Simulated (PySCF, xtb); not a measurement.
F3S, SMILES F[S+](F)F, charge +1.

xtb with GFN2-xTB at its own geometry gives an orbital gap of 7.56 eV.

Coordinates come from a B3LYP-D3(BJ)/def2-TZVP optimisation. The isomer is the one that the SMILES or the coordinates give; other isomers of the formula were not compared.

**Question.** What does PBE/def2-TZVPD (PySCF) give? (The exact figures need the calculation; the answer reports its results.)

**Answer.** gap 7.27 eV (levels -17.46 and -10.18 eV).
